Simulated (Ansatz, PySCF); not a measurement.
Spin states of H2O2Os (SMILES [OH][Os][OH]), each relaxed with B3LYP-D3(BJ)/def2-TZVP.
State 1 (charge 0, multiplicity 3):
```xyz
5

Os     0.09176    -0.28563     0.05491
O      1.50283    -0.05542    -1.12073
H      1.67864     0.74375    -1.63248
O     -1.32573    -0.51687     1.22253
H     -2.00127     0.14402     1.41855
```
State 2 (charge 0, multiplicity 5):
```xyz
5

Os     0.087    -0.269     0.052
O      1.406    -0.081    -1.325
H      1.832     0.752    -1.551
O     -1.256    -0.392     1.415
H     -2.123     0.020     1.352
```

```tsv
level	energy of the multiplicity-5 state less that of the multiplicity-3 state (kJ/mol)	cost
SVWN5/def2-TZVPP	41.8	×0.4
PBE/def2-TZVPP	29.0	×1
PBE-D3(BJ)/def2-TZVPP	29.1	×1
PBE-D4/def2-TZVPP	29.1	×1
BLYP/def2-TZVPP	37.3	×0.8
BLYP-D3(BJ)/def2-TZVPP	37.4	×0.8
BLYP-D4/def2-TZVPP	37.5	×0.8
r2SCAN/def2-TZVPP	-0.6	×2
r2SCAN-D3(BJ)/def2-TZVPP	-0.6	×2
r2SCAN-D4/def2-TZVPP	-0.6	×2
B97M-V/def2-TZVPP	7.7	×3
r2SCANh/def2-TZVPP	-8.9	×2
B3LYP/def2-TZVPP	20.1	×1
B3LYP-D3(BJ)/def2-TZVPP	20.2	×1
B3LYP-D4/def2-TZVPP	20.3	×1
PBE0/def2-TZVPP	1.9	×1
PBE0-D3(BJ)/def2-TZVPP	2.0	×1
PBE0-D4/def2-TZVPP	2.0	×1
BHLYP/def2-TZVPP	-11.6	×2
BHLYP-D3(BJ)/def2-TZVPP	-11.5	×2
BHLYP-D4/def2-TZVPP	-11.5	×2
CAM-B3LYP/def2-TZVPP	9.6	×0.8
CAM-B3LYP-D3(BJ)/def2-TZVPP	9.6	×0.8
CAM-B3LYP-D4/def2-TZVPP	9.7	×0.8
wB97X-V/def2-TZVPP	15.9	×2
wB97M-V/def2-TZVPP	3.0	×2
B2PLYP/def2-TZVPP	22.8	×2
B2PLYP-D3(BJ)/def2-TZVPP	22.9	×2
B2PLYP-D4/def2-TZVPP	22.9	×2
CCSD/def2-SVP	-3.7	-
CCSD(T)/def2-SVP	16.8	×6
```

The rows run from -11.6 (BHLYP/def2-TZVPP) to 41.8 kJ/mol (SVWN5/def2-TZVPP). The dispersion term adds 0.1 in PBE-D3(BJ), 0.1 in PBE-D4, 0.1 in BLYP-D3(BJ). The 13 functionals in def2-TZVPP without D3 or D4 span 53.4, from BHLYP to SVWN5.

Singlets are restricted, other states unrestricted; no spin–orbit coupling, no relativity up to Kr; see below for the cores. The largest T1 diagnostic is 0.028.

Correlated levels freeze the inner cores; with def2 sets outer-core shells near the valence are correlated too.

Programs: Ansatz (Gaussian orbitals); PySCF for the dispersion terms. Values without a source in brackets are computed. In def2 rows elements past Kr take small-core potentials, without spin–orbit coupling.

Costs are rough ratios of core time to PBE/def2-TZVPP (about 40 s over the structures, on one shared machine); a dash marks a level with no comparable run of its own.

Ansatz is a program for electronic structure.
